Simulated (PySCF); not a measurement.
BH3N, SMILES B=[NH2+], charge +1. Coordinates come from a PBE-D3(BJ)/def2-TZVP optimisation. The isomer is the one that the SMILES or the coordinates give; other isomers of the formula were not compared.

Computed equilibrium geometry at PBE-D3(BJ)/def2-TZVP (PySCF confirms it by a frequency run) as a Z-matrix, and its point group:
point group C2v.
```
N
B 1 1.3187
H 1 1.0290 2 123.50
H 1 1.0290 3 113.01 2 180.00
H 2 1.1790 3 155.54 1 180.00
```
Charge +1, spin multiplicity 1.
